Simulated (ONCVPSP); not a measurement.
# Before and after: ONCV potential for cerium (Ce)

| Item | Value |
| --- | --- |
| Element | Ce |
| Generator | ONCVPSP 4.0.1 |
| Type | optimised norm-conserving Vanderbilt (ONCV) |
| Functional | PBE |
| Relativity | scalar-relativistic |
| Frozen core | [Kr] 4d10 |
| Valence charge | 12 |
| Reference configuration | 4f1 5s2 5p6 5d1 6s2 |
| Partial waves | 5s+6s: rc 2.15 bohr, ncon 3, nbas 7, qcut 5.9 1/bohr, 2 projectors; 5p: rc 2.85 bohr, ncon 4, nbas 7, qcut 5.8 1/bohr, 2 projectors, debl 1.2 Ha; 5d: rc 4.00 bohr, ncon 4, nbas 8, qcut 3.6 1/bohr, 3 projectors, debl 2.8 Ha; 4f: rc 1.15 bohr, ncon 5, nbas 9, qcut 16 1/bohr, 2 projectors, debl 1.2 Ha |
| Local potential | polynomial inside 0.85 bohr (lpopt 5, dvloc0 1 Ha) |
| Core correction | Teter function, fcfact 5.25, rcfact 1.8 |

Change: core correction Teter function, fcfact 5.25, rcfact 1.88.

Cutoffs: the cutoffs (Ha) at which the residual kinetic energy of the hardest occupied pseudo-wave falls to 1 and 0.1 mHa per electron; they do not see the model core or the augmentation charge, which bear on the density cutoff. Errors are all-electron minus pseudo energies relative to the spin-unpolarised reference configuration.

Problem. Predict the effect on cutoff, ghosts and configuration errors.

Solution. The potential gets neither clearly harder nor softer (104 Ha and 115 Ha → 104 Ha and 115 Ha); both files keep a bound ghost (d, p, s); of the 4 tests that both files solve, the error grows in 3 and shrinks in 0 by more than 15 % and 0.3 meV (median size 53.5 → 89.7 meV). A model core, the more so a compact one, raises the density cutoff, which this test does not measure.

| quantity | base | changed |
| --- | --- | --- |
| cutoff, loose | 104 Ha | 104 Ha |
| cutoff, tight | 115 Ha | 115 Ha |
| bound ghosts | s, p, d | s, p, d |
| GHOST(+) flags under 300 eV | d at 152.5 eV | d at 152.5 eV |
| error for 4f1 5s2 5p6 5d1 6s1, meV [ΔE 6.07 eV] | -21 | -24 |
| error for 4f1 5s2 5p6 5d1 6s0, meV [ΔE 17.15 eV] | -133 | -155 |
| error for 4f1 5s2 5p6 5d0 6s0, meV [ΔE 36.33 eV] | -85 | -158 |
| error for 4f1 5s2 5p6 5d1.5 6s1.5, meV [ΔE 0.40 eV] | -5.3 | -6.7 |
| s: phases at 2.18 bohr within 0.05 rad from the reference energy up to (Ha; the scan ends near 5) | 4.8 | 4.8 |
| p: phases at 2.89 bohr within 0.05 rad from the reference energy up to (Ha; the scan ends near 5) | 3.5 | 3.5 |
| d: phases at 4.07 bohr within 0.05 rad from the reference energy up to (Ha; the scan ends near 5) | -0.0 | -0.0 |
| f: phases at 1.17 bohr within 0.05 rad from the reference energy up to (Ha; the scan ends near 5) | to the end of the scan | to the end of the scan |
| rms error of d²Exc/dni dnj with the model core, mHa | 4.71 | 5.02 |

 A true bound ghost makes a file unfit for plane-wave use even where its test errors are small: the radial tests pick states by their node count and pass the ghost by.
